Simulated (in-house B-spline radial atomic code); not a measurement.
# RPA and G0W0 on HSE06: Sc VII (Sc6+)

Configuration [Ne] 3s2 3p3, highest spin, mean-field start HSE06. Computed with a B-spline radial code for spherical atoms: all electrons, scalar-relativistic (spin-free one-electron X2C), finite nucleus, each spin shell either full or empty, empty states to l = 9 with an (l + 1/2)⁻⁴ tail; G0W0 by contour deformation at full frequency.

Command:
```bash
python run_gw.py task.json out
```
Settings (radii: box in bohr, nucleus in fm):
```
Z                        21
electrons                15
configuration            [Ne] 3s2 3p3
hamiltonian              x2c
method                   hse06
lmax                     9
rms_radius               3.5459
spin_polarised           True
box_radius               9.29
intervals                68
```

Time taken, with all properties: 2.1 s on 1 thread of Arm Neoverse V1 (shared host).

Energies (hartree):

```tsv
term	value
mean-field total	-752.25312
Hartree-Fock functional on these orbitals	-751.77540
direct second order	-1.0626
second-order exchange	0.38672
SOSEX correction	0.35394
```

**Question.** What is the RPA correlation energy, and what remains with SOSEX?

**Answer.** RPA gives -0.94521 hartree (-1.71 eV per electron); RPA + SOSEX gives -0.59128, and the second-order doubles -0.6759 hartree (no singles). RPA lacks exchange-type terms and so overcorrelates at short range.

Quasi-particle levels (eV):

| level | occupied | mean field | Σx - vxc | Σc | QP weight | G0W0 |
| --- | --- | --- | --- | --- | --- | --- |
| 3p up | yes | -128.86 | -7.97 | ? | ? | ? |
| 3s down | yes | -144.92 | -5.09 | -3.14 | 0.961 | -153.15 |
| 2p down | yes | -504.16 | -27.67 | 7.01 | 0.933 | -524.81 |
| 3p down | no | -118.04 | 9.99 | -3.38 | 0.957 | -111.43 |

G0W0 = mean field + (Σx - vxc) + Σc, with Σc (partial-wave tail included) taken at the quasi-particle energy. Only the outer levels were computed. Levels of low weight are left out.

**Question.** Where does G0W0 put 3p up?

**Answer.** At -137.12 eV, with Σc = -0.28 eV and a quasi-particle weight of 0.958. The tabulated removal energy is 137.99 ± 0.25 eV (NIST, semi-empirical); the calculation leaves out spin-orbit coupling, Breit and QED terms, and what these don't explain is the method's own error.
